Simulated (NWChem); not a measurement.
System: ZnSiH4Se; SMILES [SiH3][Zn][SeH]

Excerpt of the output:

```
             Northwest Computational Chemistry Package (NWChem) 7.3.0
             --------------------------------------------------------

 C1  symmetry detected

                             Geometry "geometry" -> ""
                             -------------------------

 Output coordinates in angstroms (scale by  1.889725989 to convert to a.u.)

  No.       Tag          Charge          X              Y              Z
 ---- ---------------- ---------- -------------- -------------- --------------
    1 Zn                  30.0000    -0.00444531    -0.47648382    -0.00039027
    2 Se                  34.0000    -0.03127613     1.81997458     0.00019176
    3 H                    1.0000     1.45219814     1.87618921     0.00024103
    4 Si                  14.0000    -0.01528976    -2.81160240     0.00053786
    5 H                    1.0000    -0.89260837    -3.36516837    -1.07213287
    6 H                    1.0000    -0.50163908    -3.36944395     1.29616602
    7 H                    1.0000     1.35285377    -3.36376445    -0.22661579

 Effective nuclear repulsion energy (a.u.)     444.7068049710

                                 NWChem DFT Module
                                 -----------------

 Summary of "ao basis" -> "ao basis" (spherical)
 ------------------------------------------------------------------------------
       Tag                 Description            Shells   Functions and Types
 ---------------- ------------------------------  ------  ---------------------
 Zn                         def2-svp                11       31   5s3p2d1f
 Se                         def2-svp                12       32   5s4p3d
 H                          def2-svp                 3        5   2s1p
 Si                         def2-svp                 8       18   4s3p1d

            General Information
            -------------------
          SCF calculation type: DFT
          Wavefunction type:  closed shell.
          No. of atoms     :     7
          No. of electrons :    82
           Alpha electrons :    41
            Beta electrons :    41
          Charge           :     0
          Spin multiplicity:     1
          Use of symmetry is: off; symmetry adaption is: off
          Maximum number of iterations: 150
          AO basis - number of functions:   101
                     number of shells:    43
          Convergence on energy requested:  1.00D-06
          Convergence on density requested:  1.00D-05
          Convergence on gradient requested:  5.00D-04

              XC Information
              --------------
                        M06-L Method XC Functional
                         M06-L Exchange Functional  1.000
                       M06-L Correlation Potential  1.000

             Grid Information
             ----------------
          Grid used for XC integration:  medium
          Radial quadrature: Mura-Knowles
          Angular quadrature: Lebedev.
          Tag              B.-S. Rad. Rad. Pts. Rad. Cut. Ang. Pts.
          ---              ---------- --------- --------- ---------
          Zn                  1.35      112          10.0       590
          Se                  1.15      112          13.0       590
          H                   0.35       45          13.0       434
          Si                  1.10       88          12.0       590
          Grid pruning is: on
          Number of quadrature shells:   492
          Spatial weights used:  Erf1

      Superposition of Atomic Density Guess
      -------------------------------------

 Sum of atomic energies:       -4467.80892553

      Non-variational initial energy
      ------------------------------

 Total energy =   -4468.550823
 1-e energy   =   -7117.465430
 2-e energy   =    2204.207802
 HOMO         =      -0.277025
 LUMO         =       0.023891

     ---------------------------------------------
      Total Density - Mulliken Population Analysis
     ---------------------------------------------

    Atom       Charge   Shell Charges
 -----------   ------   -------------------------------------------------------
    1 Zn  30    29.33   2.00  2.00  2.00  0.86  0.17  6.00  5.99  0.34  8.03  1.94  0.00
    2 Se  34    34.70   2.00  2.00  2.00  1.34  0.53  6.00  5.98  2.04  2.78  8.20  1.75  0.07
    3 H    1     0.82   0.56  0.24  0.02
    4 Si  14    13.96   2.00  1.99  1.03  0.32  5.94  1.16  1.44  0.08
    5 H    1     1.07   0.69  0.36  0.01
    6 H    1     1.07   0.69  0.36  0.01
    7 H    1     1.07   0.69  0.36  0.01

   convergence    iter        energy       DeltaE   RMS-Dens  Diis-err
 ---------------- ----- ----------------- --------- --------- ---------
 d= 0,ls=0.0,diis     1  -4472.0502068064 -4.92D+03  1.44D-02  2.58D-01
 d= 0,ls=0.0,diis     2  -4472.0322642101  1.79D-02  9.30D-03  3.55D-01
 d= 0,ls=0.0,diis     3  -4472.0920470090 -5.98D-02  2.46D-03  2.70D-02
 d= 0,ls=0.0,diis     4  -4472.0958936869 -3.85D-03  4.46D-04  8.54D-03
 d= 0,ls=0.0,diis     5  -4472.0964843955 -5.91D-04  2.85D-04  3.51D-04
  Resetting Diis
 d= 0,ls=0.0,diis     6  -4472.0965120166 -2.76D-05  7.77D-05  7.03D-05
 d= 0,ls=0.0,diis     7  -4472.0965200404 -8.02D-06  2.24D-05  1.46D-06
 d= 0,ls=0.0,diis     8  -4472.0965199874  5.30D-08  1.28D-05  1.68D-06
 d= 0,ls=0.0,diis     9  -4472.0965202419 -2.54D-07  1.86D-06  5.30D-08

         Total DFT energy =    -4472.096520241898
      One electron energy =    -7117.533592004622
           Coulomb energy =     2381.378149224377
    Exchange-Corr. energy =     -180.647882432688
 Nuclear repulsion energy =      444.706804971033

 Numeric. integr. density =       82.000024664291

                       DFT Final Molecular Orbital Analysis
                       ------------------------------------

 Vector   39  Occ=2.000000D+00  E=-3.007338D-01
              MO Center=  3.7D-02, -8.4D-02, -9.5D-04, r^2= 4.9D+00
   Bfn.  Coefficient  Atom+Function         Bfn.  Coefficient  Atom+Function
  ----- ------------  ---------------      ----- ------------  ---------------
     4      0.622117  1 Zn s                  3     -0.310153  1 Zn s
    35     -0.227418  2 Se s                 44     -0.228109  2 Se py
    47     -0.225576  2 Se py                77      0.164019  4 Si py
    36     -0.162740  2 Se s                 34      0.148913  2 Se s
    41      0.149608  2 Se py                80      0.145550  4 Si py

 Vector   40  Occ=2.000000D+00  E=-2.411196D-01
              MO Center= -2.5D-02, -2.6D-01,  2.7D-04, r^2= 6.2D+00
   Bfn.  Coefficient  Atom+Function         Bfn.  Coefficient  Atom+Function
  ----- ------------  ---------------      ----- ------------  ---------------
    47      0.355639  2 Se py                44      0.342617  2 Se py
    13     -0.299618  1 Zn py                80      0.246719  4 Si py
    77      0.244392  4 Si py                41     -0.220253  2 Se py
    10      0.139830  1 Zn py                74     -0.138166  4 Si py
    71      0.118085  4 Si s                 36      0.109897  2 Se s

 Vector   41  Occ=2.000000D+00  E=-2.128677D-01
              MO Center= -1.0D-02,  1.6D+00,  6.9D-04, r^2= 2.1D+00
   Bfn.  Coefficient  Atom+Function         Bfn.  Coefficient  Atom+Function
  ----- ------------  ---------------      ----- ------------  ---------------
    48      0.612968  2 Se pz                45      0.476213  2 Se pz
    42     -0.307700  2 Se pz                14      0.149832  1 Zn pz
    39      0.099895  2 Se pz                16     -0.098718  1 Zn d -1
    11     -0.055852  1 Zn pz                60     -0.028129  2 Se d -1

 Vector   42  Occ=0.000000D+00  E=-4.357755D-02
              MO Center=  6.8D-02, -1.0D+00, -8.2D-04, r^2= 4.2D+00
   Bfn.  Coefficient  Atom+Function         Bfn.  Coefficient  Atom+Function
  ----- ------------  ---------------      ----- ------------  ---------------
    12      0.719610  1 Zn px                79      0.609190  4 Si px
    98     -0.497806  7 H  s                 88      0.325878  5 H  s
    65     -0.220254  3 H  s                  9     -0.209452  1 Zn px
    93      0.182954  6 H  s                 64     -0.162077  3 H  s
    97     -0.154338  7 H  s                 46      0.125788  2 Se px

 Vector   43  Occ=0.000000D+00  E=-3.189494D-02
              MO Center= -3.5D-03, -1.3D+00, -1.1D-02, r^2= 4.3D+00
   Bfn.  Coefficient  Atom+Function         Bfn.  Coefficient  Atom+Function
  ----- ------------  ---------------      ----- ------------  ---------------
    81      0.732876  4 Si pz                14      0.687184  1 Zn pz
    93     -0.567012  6 H  s                 88      0.464556  5 H  s
    11     -0.198352  1 Zn pz                48     -0.181831  2 Se pz
    92     -0.165546  6 H  s                 87      0.135354  5 H  s
    45     -0.132080  2 Se pz                83      0.119721  4 Si d -1

 Vector   44  Occ=0.000000D+00  E=-2.440101D-02
              MO Center=  2.5D-02, -4.6D-01,  8.6D-03, r^2= 6.4D+00
   Bfn.  Coefficient  Atom+Function         Bfn.  Coefficient  Atom+Function
  ----- ------------  ---------------      ----- ------------  ---------------
     5      0.887428  1 Zn s                  4      0.665524  1 Zn s
    72     -0.593310  4 Si s                 80     -0.516862  4 Si py
    47      0.505497  2 Se py                36     -0.375786  2 Se s
    71     -0.365984  4 Si s                 35     -0.282977  2 Se s
     3     -0.240864  1 Zn s                 44      0.226330  2 Se py

     ---------------------------------------------
      Total Density - Mulliken Population Analysis
     ---------------------------------------------

[...]
```

Level: M06-L/def2-SVP. Structure relaxed at the B3LYP/6-31G* (spherical d) level.

Write an input that gives this output.

This is not unique; one that fits is the input that was run:
```
start job
memory heap 200 mb stack 900 mb global 1100 mb
geometry units angstroms noautoz
  Zn    -0.313882    -0.285859    -0.015660
  Se    -0.129012     2.003244    -0.032151
  H      1.351648     1.923186     0.039212
  Si    -0.539858    -2.609985     0.000784
  H     -1.412506    -3.092840    -1.109208
  H     -1.136521    -3.106221     1.275193
  H      0.780831    -3.287806    -0.156180
end
basis spherical
  Zn library def2-svp
  Se library def2-svp
  H library def2-svp
  Si library def2-svp
end
dft
  xc m06-l
  iterations 150
  mulliken
end
task dft energy
```
